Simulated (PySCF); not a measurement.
PySCF input for Sn(H)(OH)2(NH2) (H₅NO₂Sn), SMILES [NH2][SnH]([OH])[OH], TDDFT-ωB97X/def2-SVPD. Coordinates come from a B3LYP-D3(BJ)/def2-SVP optimisation. The structure was generated by enumeration; whether it is a known compound was not checked. The def2 effective core potentials stand for the cores of Sn; spin–orbit coupling is left out. The values are those of a single conformer.

```python
import numpy as np
from pyscf import gto, scf, dft, tdscf

mol = gto.M(
    atom='''
    Sn    0.04353763    0.01648666    0.25114751
    N    -1.52717407   -1.16652757   -0.28088656
    O    -0.39944010    1.74072811   -0.64775323
    O     1.70308389   -0.69158060   -0.59078145
    H     0.41613693    0.18348649    1.91603089
    H    -1.98198835   -1.63794910    0.50074295
    H    -2.23475575   -0.62249368   -0.77697754
    H     0.39681131    2.21344452   -0.92900506
    H     1.48798290   -1.18830807   -1.39368350
    ''',
    basis='def2-SVPD',
    ecp={'Sn': 'def2-svp'},
    charge=0,
    spin=0,
    max_memory=1600,
    verbose=4,
)
mf = dft.RKS(mol, xc='wb97x').density_fit(auxbasis='def2-universal-jkfit')
mf.grids.level = 3
mf.conv_tol = 1e-9
mf.max_cycle = 100
mf.kernel()
mf.grids = dft.Grids(mol).set(level=1).build(with_non0tab=True)  # coarser grid for the response kernel
td = tdscf.TDDFT(mf)
td.singlet = True
td.nstates = 10
td.conv_tol = 1e-4
td.positive_eig_threshold = 1e-6
td.kernel(x0=td.get_init_guess(mf, 15))
td.analyze()
tt = tdscf.TDA(mf)
tt.singlet = False
tt.nstates = 4
tt.conv_tol = 1e-4
tt.positive_eig_threshold = 1e-6
tt.kernel(x0=tt.get_init_guess(mf, 9))
tt.analyze(verbose=3)
```

Log of the run:

```
PySCF version 2.14.0

[INPUT] verbose = 4
[INPUT] num. atoms = 9
[INPUT] num. electrons = 50
[INPUT] charge = 0
[INPUT] spin (= nelec alpha-beta = 2S) = 0
[INPUT] symmetry False subgroup None
[INPUT] Mole.unit = angstrom
[INPUT] Symbol           X                Y                Z      unit          X                Y                Z       unit  Magmom
[INPUT]  1 Sn     0.043537630000   0.016486660000   0.251147510000 AA    0.082274196813   0.031155272109   0.474600010766 Bohr   0.0
[INPUT]  2 N     -1.527174070000  -1.166527570000  -0.280886560000 AA   -2.885940736837  -2.204417624054  -0.530798670471 Bohr   0.0
[INPUT]  3 O     -0.399440100000   1.740728110000  -0.647753230000 AA   -0.754832392169   3.289499385232  -1.224076201002 Bohr   0.0
[INPUT]  4 O      1.703083890000  -0.691580600000  -0.590781450000 AA    3.218362119259  -1.306897927062  -1.116415139973 Bohr   0.0
[INPUT]  5 H      0.416136930000   0.183486490000   1.916030890000 AA    0.786384828017   0.346739213658   3.620773628307 Bohr   0.0
[INPUT]  6 H     -1.981988350000  -1.637949100000   0.500742950000 AA   -3.745415163579  -3.095275204978   0.946267034307 Bohr   0.0
[INPUT]  7 H     -2.234755750000  -0.622493680000  -0.776977540000 AA   -4.223076322797  -1.176342569473  -1.468274755538 Bohr   0.0
[INPUT]  8 H      0.396811310000   2.213444520000  -0.929005060000 AA    0.749864699030   4.182803934719  -1.755565131735 Bohr   0.0
[INPUT]  9 H      1.487982900000  -1.188308070000  -1.393683500000 AA    2.811880159036  -2.245576803910  -2.633680119325 Bohr   0.0

nuclear repulsion = 218.273442150448
number of shells = 58
number of NR pGTOs = 213
number of NR cGTOs = 138
basis = def2-SVPD
ecp = {'Sn': 'def2-svp'}


[settings echo left out]
init E= -398.521954400847
  HOMO = -0.712864831616134  LUMO = -0.605567036235669  gap/eV = 2.91972
cycle= 1 E= -421.335319316562  delta_E= -22.8  |g|= 2.29  |ddm|=   10
  HOMO = -0.185669952327711  LUMO = 0.0691671823571234  gap/eV = 6.93447
cycle= 2 E= -421.991966722362  delta_E= -0.657  |g|= 1.57  |ddm|= 8.77
  HOMO = -0.346694112509169  LUMO = 0.0475176167941278  gap/eV = 10.72705
cycle= 3 E= -422.374707227282  delta_E= -0.383  |g|= 0.205  |ddm|= 2.34
  HOMO = -0.385364598857157  LUMO = 0.0434665868984396  gap/eV = 11.66909
cycle= 4 E= -422.379745350926  delta_E= -0.00504  |g|= 0.14  |ddm|= 0.35
  HOMO = -0.380330916174664  LUMO = 0.042714940265185  gap/eV = 11.51166
cycle= 5 E= -422.383613085194  delta_E= -0.00387  |g|= 0.0109  |ddm|= 0.205
  HOMO = -0.379070559337308  LUMO = 0.0432216836127672  gap/eV = 11.49116
cycle= 6 E= -422.383669937934  delta_E= -5.69e-05  |g|= 0.00643  |ddm|= 0.067
  HOMO = -0.380517340705605  LUMO = 0.0428856750420259  gap/eV = 11.52138
cycle= 7 E= -422.383683887849  delta_E= -1.39e-05  |g|= 0.00208  |ddm|= 0.0162
  HOMO = -0.380267439949684  LUMO = 0.0428446956974327  gap/eV = 11.51347
cycle= 8 E= -422.383686167037  delta_E= -2.28e-06  |g|= 0.000399  |ddm|= 0.0106
  HOMO = -0.380261958318702  LUMO = 0.0428493417795082  gap/eV = 11.51344
cycle= 9 E= -422.383686388046  delta_E= -2.21e-07  |g|= 0.000106  |ddm|= 0.00338
  HOMO = -0.380267193765064  LUMO = 0.042849046980912  gap/eV = 11.51358
cycle= 10 E= -422.383686397173  delta_E= -9.13e-09  |g|= 9e-05  |ddm|= 0.00053
  HOMO = -0.380269280808349  LUMO = 0.0428487540327573  gap/eV = 11.51363
cycle= 11 E= -422.383686399299  delta_E= -2.13e-09  |g|= 1.77e-05  |ddm|= 0.00015
  HOMO = -0.38026911633947  LUMO = 0.0428480369088291  gap/eV = 11.51360
cycle= 12 E= -422.38368639948  delta_E= -1.81e-10  |g|= 4.26e-06  |ddm|= 6.54e-05
  HOMO = -0.380268997627926  LUMO = 0.0428483007231257  gap/eV = 11.51361
Extra cycle  E= -422.383686399494  delta_E= -1.35e-11  |g|= 1.92e-06  |ddm|= 1.68e-05
converged SCF energy = -422.383686399494
tot grids = 35872
Overwritten attributes  positive_eig_threshold  of <class 'pyscf.tdscf.rks.TDDFT'>


******** <class 'pyscf.tdscf.rks.TDDFT'> for <class 'pyscf.df.df_jk.DFRKS'> ********
nstates = 10 singlet
deg_eia_thresh = 1.000e-03
wfnsym = None
conv_tol = 0.0001
eigh lindep = 1e-12
eigh level_shift = 0
eigh max_cycle = 100


Excitation energies (eV)
[6.30261439 6.76206573 6.91593725 7.40475768 7.66250581 7.84846468
 7.95631192 8.15342076 8.39357547 8.47308538]

** Singlet excitation energies and oscillator strengths **
Excited State   1:      6.30261 eV    196.72 nm  f=0.0881
      23 -> 26        0.11168
      25 -> 26        0.58934
      25 -> 27        0.29039
      25 -> 29       -0.12136
Excited State   2:      6.76207 eV    183.35 nm  f=0.0478
      23 -> 26        0.43975
      23 -> 27       -0.22735
      23 -> 28       -0.11276
      24 -> 26        0.36604
      25 -> 26       -0.16959
      25 -> 27        0.15302
Excited State   3:      6.91594 eV    179.27 nm  f=0.0883
      21 -> 26       -0.10350
      22 -> 26        0.10653
      23 -> 26       -0.34373
      24 -> 26        0.47192
      24 -> 28        0.23757
      25 -> 27       -0.14067
Excited State   4:      7.40476 eV    167.44 nm  f=0.0039
      23 -> 26        0.21768
      25 -> 26        0.21444
      25 -> 27       -0.56881
      25 -> 29       -0.11785
      25 -> 30        0.10696
      25 -> 35       -0.10310
Excited State   5:      7.66251 eV    161.81 nm  f=0.0020
      25 -> 28       -0.65480
Excited State   6:      7.84846 eV    157.97 nm  f=0.1752
      21 -> 28       -0.10643
      22 -> 26       -0.58898
      22 -> 27        0.16727
      22 -> 28       -0.12798
      24 -> 26        0.14365
Excited State   7:      7.95631 eV    155.83 nm  f=0.0418
      21 -> 26       -0.34659
      22 -> 28       -0.13746
      23 -> 26        0.12511
      24 -> 26       -0.12458
      24 -> 27        0.34248
      24 -> 28        0.36995
      24 -> 29        0.10389
Excited State   8:      8.15342 eV    152.06 nm  f=0.0935
      23 -> 27       -0.10056
      23 -> 28        0.13285
      23 -> 29        0.10424
      25 -> 26       -0.10443
      25 -> 29       -0.57966
      25 -> 31        0.11579
      25 -> 32       -0.15276
      25 -> 36        0.10876
Excited State   9:      8.39358 eV    147.71 nm  f=0.0133
      23 -> 26       -0.11247
      23 -> 27       -0.42106
      23 -> 28        0.16033
      23 -> 29        0.30446
      24 -> 27       -0.23806
      24 -> 29        0.20292
Excited State  10:      8.47309 eV    146.33 nm  f=0.0207
      21 -> 26        0.10132
      23 -> 27       -0.23006
      23 -> 29        0.14877
      24 -> 27        0.37625
      24 -> 28       -0.10005
      24 -> 29       -0.38514
      25 -> 29        0.12604

** Transition electric dipole moments (AU) **
state          X           Y           Z        Dip. S.      Osc.
  1        -0.0072     -0.5340     -0.5345      0.5709      0.0881
  2        -0.0357      0.3926      0.3652      0.2888      0.0478
  3         0.0133      0.5050     -0.5156      0.5210      0.0883
  4         0.0231      0.0802      0.1203      0.0214      0.0039
  5        -0.0218     -0.0989     -0.0120      0.0104      0.0020
  6        -0.8923      0.2978     -0.1621      0.9112      0.1752
  7         0.0052     -0.4202      0.1950      0.2146      0.0418
  8        -0.6309     -0.0606     -0.2571      0.4678      0.0935
  9        -0.2482     -0.0544     -0.0062      0.0646      0.0133
 10         0.2542     -0.1766     -0.0612      0.0996      0.0207

WARN: ECP detected. Skipping calculation of transition velocity and magnetic dipole moments, which have not yet been implemented.

Overwritten attributes  positive_eig_threshold  of <class 'pyscf.tdscf.rks.TDA'>


******** <class 'pyscf.tdscf.rks.TDA'> for <class 'pyscf.df.df_jk.DFRKS'> ********
nstates = 4 triplet
deg_eia_thresh = 1.000e-03
wfnsym = None
conv_tol = 0.0001
eigh lindep = 1e-12
eigh level_shift = 0
eigh max_cycle = 100


Excitation energies (eV)
[5.64545658 6.23323911 6.29554247 6.85319033]

** Triplet excitation energies and oscillator strengths **
Excited State   1:      5.64546 eV    219.62 nm  f=0.0000
Excited State   2:      6.23324 eV    198.91 nm  f=0.0000
Excited State   3:      6.29554 eV    196.94 nm  f=0.0000
Excited State   4:      6.85319 eV    180.91 nm  f=0.0000
```

The run converged.
